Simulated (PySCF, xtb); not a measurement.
C₃H₅F₃O, SMILES CCOC(F)(F)F.

GFN2-xTB (xtb) at its own geometry gives an orbital gap of 11.33 eV and a dipole moment of 3.55 D.

Geometry optimised at ωB97X-D3(BJ)/def2-SVP. The values are those of a single conformer.

Task: What does B3LYP/def2-TZVP in PySCF give? (Estimate from the structure and the level; the computed values follow.)

Result: gap 9.79 eV (levels -8.99 and 0.81 eV), dipole 2.63 D.
